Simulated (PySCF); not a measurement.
## ECD: `O[Si@@H]1[SiH2]C[C@@H](Br)[SiH2]1`, C2H9BrOSi3

Geometry:
```csv
atom,x (Å),y (Å),z (Å)
O1,1.563,2.518,0.619
Si2,0.831,1.452,-0.382
Si3,-1.412,1.001,0.084
C4,-1.254,-0.880,0.472
C5,-0.158,-1.568,-0.323
Br6,-0.602,-1.475,-2.257
Si7,1.579,-0.741,-0.158
H8,1.554,2.447,1.568
H9,1.149,2.112,-1.646
H10,-2.372,1.174,-1.009
H11,-2.031,1.597,1.280
H12,-2.211,-1.380,0.303
H13,-1.018,-1.025,1.531
H14,-0.135,-2.638,-0.114
H15,2.434,-1.406,-1.143
H16,2.077,-1.179,1.163
```

Level of theory: TDDFT B3LYP/def2-SVPD circular dichroism and optical rotation, one conformer, gas phase (PySCF). Geometry: GFN2-xTB.

The molecule is flexible and this is one conformer; a measurement averages over conformers. The calculation is non-relativistic, which matters for the atoms heavier than Zn.

(1) Assign R or S to each stereocentre.

(2) Which excitations and rotatory strengths does the calculation give?

Results:

(1) Si2 R, C5 R.

(2) Rotatory strengths R in 10⁻⁴⁰ esu² cm², velocity form and length form (origin at the centre of mass); f in length form.
```tsv
state	E (eV)	λ (nm)	f	R (velocity)	R (length)	main
1	4.74	262	0.003	-2.2	-0.9	HOMO→LUMO 0.95
2	5.21	238	0.025	-16.8	-17.1	HOMO→LUMO+1 0.80
3	5.43	228	0.014	+44.9	+41.4	HOMO−1→LUMO 0.89
4	5.64	220	0.017	+36.8	+35.4	HOMO−1→LUMO+1 0.39, HOMO−2→LUMO 0.33
5	5.71	217	0.035	-0.5	-0.1	HOMO−2→LUMO 0.52, HOMO−1→LUMO+1 0.23
6	5.79	214	0.016	-34.9	-32.4	HOMO−2→LUMO+1 0.54, HOMO→LUMO+2 0.20
7	5.85	212	0.006	-4.0	-3.5	HOMO→LUMO+2 0.50, HOMO−2→LUMO+1 0.23
8	6.08	204	0.011	-25.5	-22.9	HOMO−3→LUMO 0.97
9	6.26	198	0.052	+8.6	+8.3	HOMO−1→LUMO+2 0.87
10	6.41	193	0.005	-13.3	-13.7	HOMO−2→LUMO+2 0.82, HOMO−2→LUMO+1 0.11
11	6.43	193	0.014	-7.5	-6.7	HOMO→LUMO+3 0.89
12	6.51	191	0.003	-18.4	-18.8	HOMO−3→LUMO+1 0.94
```

Among the states computed, the strongest CD band (largest |R|) is state 3. The largest dissymmetry factor in size, g = 4R/(D+G), with D and G the electric and magnetic dipole strengths, is -0.048 for state 12 (velocity form, f = 0.004), among bands with |R| over 0.5. The mirror image has the same energies and oscillator strengths and all R with the opposite sign.
